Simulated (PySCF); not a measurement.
Molecule: `BCC#C`, C3H5B.

Molfile (atoms numbered from 1):
```
C3H5B
     RDKit          3D

  9  8  0  0  0  0  0  0  0  0999 V2000
   -1.3117    0.7863    0.0005 B   0  0  0  0  0  0  0  0  0  0  0  0
   -0.4134   -0.4944   -0.0878 C   0  0  0  0  0  0  0  0  0  0  0  0
    1.0267   -0.3198   -0.1579 C   0  0  0  0  0  0  0  0  0  0  0  0
    2.2253   -0.1542   -0.2110 C   0  0  0  0  0  0  0  0  0  0  0  0
   -0.8561    1.9013   -0.0736 H   0  0  0  0  0  0  0  0  0  0  0  0
   -2.5051    0.6331    0.1262 H   0  0  0  0  0  0  0  0  0  0  0  0
   -0.6933   -1.1659    0.7473 H   0  0  0  0  0  0  0  0  0  0  0  0
   -0.7853   -1.0424   -0.9794 H   0  0  0  0  0  0  0  0  0  0  0  0
    3.2883   -0.0095   -0.2589 H   0  0  0  0  0  0  0  0  0  0  0  0
  1  2  1  0
  2  3  1  0
  3  4  3  0
  1  5  1  0
  1  6  1  0
  2  7  1  0
  2  8  1  0
  4  9  1  0
M  END
```

Spin–spin couplings on one PBE0-D3(BJ)/def2-SVP geometry, PySCF, gas phase, non-relativistic, equivalent pairs averaged; isotopes $^{13}$C, $^{1}$H, $^{11}$B; functional B3LYP.

Problem. How do the couplings (Hz) change with the basis set? Times are CPU seconds on shared hosts with different chips, so compare them loosely. Far from the basis limit: 6-31G*, pcJ-0, def2-TZVP, cc-pVTZ.

Solution. 
```
    basis set  functions  $^{1}J$(C4,H9)  $^{1}J$(C3,C4)  $^{1}J$(B1,H5)  $^{1}J$(C2,H7)  $^{1}J$(C2,C3)  $^{1}J$(B1,C2)  $^{2}J$(C3,H9)  core-s
       6-31G*         66           238.8           197.6           149.2           140.9            80.6            55.2            35.8     9.6
        pcJ-0         67           261.2           182.1           126.0           106.6            62.6            36.7            39.1     4.7
    def2-TZVP        154           258.4           207.3           135.5           116.3            76.7            49.4            52.0      25
        pcJ-1        158           272.7           212.6           141.2           123.1            79.0            48.3            53.4      15
      cc-pVTZ        190           257.0           310.7           138.2           106.2            69.1            43.3            54.3      32
aug-cc-pVTZ-J        284           279.1           205.5           143.0           123.8            76.1            48.1            56.3      31
        pcJ-2        324           275.8           203.9           141.6           122.6            75.0            47.4            56.0      39
```

The Fermi-contact term samples the wavefunction at the nucleus, which is why sets with added tight s functions (names with J) are made for couplings.
